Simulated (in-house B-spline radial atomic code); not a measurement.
## Ionising Mo7+ with different functionals

Computed with a B-spline radial code for spherical atoms: non-relativistic Hamiltonian, point nucleus, spin-polarised at highest spin, spherical fractional occupations for the functionals, the average over the highest-spin determinants for Hartree-Fock. The ionisation energy is the difference of two self-consistent energies, [Ar] 3d10 4s2 4p5 → [Ar] 3d10 4s2 4p4, without Breit or QED terms; ε is the level of the shell that loses the electron (its least bound occupied spin orbital). There is no spin-orbit coupling in this Hamiltonian.

Hybrids are left out here: with spherical fractional occupations of an open shell their exact exchange keeps a self-interaction that integer-occupation calculations don't have.

```
           method          rung  ΔSCF (eV)  -ε(4p) (eV)
     Hartree-Fock  Hartree-Fock     142.45       143.07
         LDA VWN5           LDA          ?            ?
         LDA PW92           LDA     144.26       134.97
LDA exchange-only           LDA     142.16       132.97
              PBE           GGA     143.88       134.70
           PBEsol           GGA     143.91       134.71
             BLYP           GGA     143.74       134.51
             RPBE           GGA     143.79       134.65
             PW91           GGA     144.03       134.83
             BP86           GGA     144.08       134.86
             AM05           GGA     143.95       134.74
             OLYP           GGA     144.00       134.95
             TPSS      meta-GGA     144.00       134.89
             SCAN      meta-GGA     144.21       135.25
           r2SCAN      meta-GGA     144.19       135.23
            M06-L      meta-GGA     143.51       134.63
          revTPSS      meta-GGA          ?            ?
```

(1) What does revTPSS give?

(2) What does LDA VWN5 give?

(3) How do they compare with the NIST value?

Results:

(1) ΔSCF 143.98 eV, and -ε(4p) = 134.90 eV.

(2) ΔSCF 144.27 eV, and -ε(4p) = 134.98 eV.

(3) NIST lists 144 eV ± 1 (measured, ground level to ground level). Errors run from -1.44 to +0.67 eV; all lie within about twice that uncertainty, so the table can't rank the methods. Hartree-Fock also lacks correlation.
